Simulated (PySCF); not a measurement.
C$_{3}$H$_{5}$ (SMILES [CH2]C=C), doublet (typed; the unrestricted solution is spin-contaminated), at a GFN2-xTB geometry; HF/6-31G* (PySCF).

PySCF was given this input:
```python
from pyscf import gto, scf

mol = gto.M(
    atom='''
C     1.21930413   -0.01255927   -0.15192021
C    -0.05035630    0.42088717    0.13622292
H     1.39641854   -1.02027681   -0.48494024
H     2.07179450    0.63423331   -0.05547914
H    -0.17289208    1.44506354    0.46770440
C    -1.17491144   -0.35848292    0.03182994
H    -2.15056839    0.02417330    0.26857681
H    -1.10897088   -1.38226320   -0.29265777
''',
    basis='6-31g*',
    spin=1,
    verbose=4,
)

mf = scf.UHF(mol)
mf.kernel()
mf.analyze()
```

The log (banner, timings and long lists left out):

```
PySCF version 2.14.0

[INPUT] verbose = 4
[INPUT] num. atoms = 8
[INPUT] num. electrons = 23
[INPUT] charge = 0
[INPUT] spin (= nelec alpha-beta = 2S) = 1
[INPUT] symmetry False subgroup None
[INPUT] Mole.unit = angstrom
[INPUT] Symbol           X                Y                Z      unit          X                Y                Z       unit  Magmom
[...]
nuclear repulsion = 65.4960231914381
number of shells = 28
number of NR pGTOs = 101
number of NR cGTOs = 52
basis = 6-31g*
ecp = {}

******** <class 'pyscf.scf.uhf.UHF'> ********
method = UHF
initial guess = minao
damping factor = 0
level_shift factor = 0
DIIS = <class 'pyscf.scf.diis.CDIIS'>
diis_start_cycle = 1
diis_space = 8
diis_damp = 0
SCF conv_tol = 1e-09
SCF conv_tol_grad = None
SCF max_cycles = 50
direct_scf = True
direct_scf_tol = 1e-13
number electrons alpha = 12  beta = 11
Set gradient conv threshold to 3.16228e-05
init E= -116.843416093937

cycle= 1 E= -116.413517645454  delta_E= 0.43  |g|= 0.211  |ddm|= 1.66
cycle= 2 E= -116.452812291039  delta_E= -0.0393  |g|= 0.0724  |ddm|= 0.259
cycle= 3 E= -116.461700945802  delta_E= -0.00889  |g|= 0.0362  |ddm|= 0.126
cycle= 4 E= -116.464719041522  delta_E= -0.00302  |g|= 0.0242  |ddm|= 0.0655
cycle= 5 E= -116.466873722574  delta_E= -0.00215  |g|= 0.00581  |ddm|= 0.0987
cycle= 6 E= -116.466946959713  delta_E= -7.32e-05  |g|= 0.00217  |ddm|= 0.0184
cycle= 7 E= -116.466953678822  delta_E= -6.72e-06  |g|= 0.00102  |ddm|= 0.00413
cycle= 8 E= -116.466955438146  delta_E= -1.76e-06  |g|= 0.000419  |ddm|= 0.00246
cycle= 9 E= -116.466955763553  delta_E= -3.25e-07  |g|= 0.000102  |ddm|= 0.00131
cycle= 10 E= -116.466955780033  delta_E= -1.65e-08  |g|= 3.38e-05  |ddm|= 0.000289
cycle= 11 E= -116.466955782019  delta_E= -1.99e-09  |g|= 8.4e-06  |ddm|= 0.000116
cycle= 12 E= -116.466955782118  delta_E= -9.96e-11  |g|= 1.73e-06  |ddm|= 2.61e-05
Extra cycle  E= -116.466955782121  delta_E= -2.81e-12  |g|= 8.69e-07  |ddm|= 2.79e-06
converged SCF energy = -116.466955782121  <S^2> = 0.95381041  2S+1 = 2.1943659
**** SCF Summaries ****
Total Energy =                        -116.466955782120934
Nuclear Repulsion Energy =              65.496023191438141
One-electron Energy =                 -285.414197364051802
Two-electron Energy =                  103.451218390492727
Two-electron Coulomb Energy =          120.830498220834528
DFT Exchange-Correlation Energy =      -17.379279830341801
**** MO energy ****
                             alpha | beta                alpha | beta
[...]
spin_pop of  0 C 3dxz     -0.00029
spin_pop of  0 C 3dx2-y2    0.00001
spin_pop of  1 C 1s        0.00000
spin_pop of  1 C 2s       -0.04727
spin_pop of  1 C 3s        0.00064
spin_pop of  1 C 2px      -0.04844
spin_pop of  1 C 2py      -0.06439
spin_pop of  1 C 2pz      -0.39052
spin_pop of  1 C 3px      -0.00005
spin_pop of  1 C 3py      -0.00006
spin_pop of  1 C 3pz      -0.00180
spin_pop of  1 C 3dxy      0.00006
spin_pop of  1 C 3dyz      0.00033
spin_pop of  1 C 3dz^2     0.00062
spin_pop of  1 C 3dxz      0.00115
spin_pop of  1 C 3dx2-y2    0.00003
spin_pop of  2 H 1s       -0.04064
spin_pop of  2 H 2s        0.00025
spin_pop of  3 H 1s       -0.04202
spin_pop of  3 H 2s        0.00028
spin_pop of  4 H 1s        0.02805
spin_pop of  4 H 2s       -0.00020
spin_pop of  5 C 1s       -0.00000
spin_pop of  5 C 2s        0.06055
spin_pop of  5 C 3s       -0.00107
spin_pop of  5 C 2px       0.04486
spin_pop of  5 C 2py       0.09262
spin_pop of  5 C 2pz       0.64305
spin_pop of  5 C 3px      -0.00014
spin_pop of  5 C 3py       0.00021
spin_pop of  5 C 3pz       0.00482
spin_pop of  5 C 3dxy      0.00001
spin_pop of  5 C 3dyz     -0.00043
spin_pop of  5 C 3dz^2    -0.00115
spin_pop of  5 C 3dxz     -0.00028
spin_pop of  5 C 3dx2-y2   -0.00001
spin_pop of  6 H 1s       -0.04202
spin_pop of  6 H 2s        0.00028
spin_pop of  7 H 1s       -0.04064
spin_pop of  7 H 2s        0.00025
 ** Mulliken Spin Density (per atom)  **
spin density of  0 C =      0.84305
spin density of  1 C =     -0.54971
spin density of  2 H =     -0.04038
spin density of  3 H =     -0.04174
spin density of  4 H =      0.02785
spin density of  5 C =      0.84305
spin density of  6 H =     -0.04174
spin density of  7 H =     -0.04038
 ** Mulliken pop alpha/beta on meta-lowdin orthogonal AOs **
 ** Mulliken pop       alpha | beta **
In total            12.00000 | 11.00000
 ** Mulliken atomic charges   ( Nelec_alpha | Nelec_beta ) **
charge of  0C =     -0.20464  (     3.52385      2.68079 )
charge of  1C =     -0.08312  (     2.76670      3.31641 )
charge of  2H =      0.09740  (     0.43111      0.47149 )
charge of  3H =      0.10163  (     0.42831      0.47006 )
charge of  4H =      0.09433  (     0.46676      0.43891 )
charge of  5C =     -0.20464  (     3.52385      2.68079 )
charge of  6H =      0.10163  (     0.42831      0.47006 )
charge of  7H =      0.09740  (     0.43111      0.47149 )
Dipole moment(X, Y, Z, Debye): -0.00480,  0.04013,  0.01299
```
